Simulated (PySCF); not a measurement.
**Radial density of Li⁺ (lithium, charge +1)**

UHF, 1s2, closed-shell 1S. Calculation: PySCF 2.14, in aug-cc-pVDZ (4s3p2d, 23 functions); no relativity, point nucleus.

```json
{"r (bohr)": "0.00703", "4πr²ρ (e/bohr)": "0.008011"}
{"r (bohr)": "0.0118", "4πr²ρ (e/bohr)": "0.02227"}
{"r (bohr)": "0.0199", "4πr²ρ (e/bohr)": "0.06033"}
{"r (bohr)": "0.0334", "4πr²ρ (e/bohr)": "0.1568"}
{"r (bohr)": "0.0562", "4πr²ρ (e/bohr)": "0.3882"}
{"r (bohr)": "0.0946", "4πr²ρ (e/bohr)": "0.8752"}
{"r (bohr)": "0.159", "4πr²ρ (e/bohr)": "1.704"}
{"r (bohr)": "0.268", "4πr²ρ (e/bohr)": "2.597"}
{"r (bohr)": "0.450", "4πr²ρ (e/bohr)": "2.687"}
{"r (bohr)": "0.757", "4πr²ρ (e/bohr)": "1.502"}
{"r (bohr)": "1.27", "4πr²ρ (e/bohr)": "0.3098"}
{"r (bohr)": "2.14", "4πr²ρ (e/bohr)": "0.01243"}
{"r (bohr)": "3.60", "4πr²ρ (e/bohr)": "2.894e-05"}
```
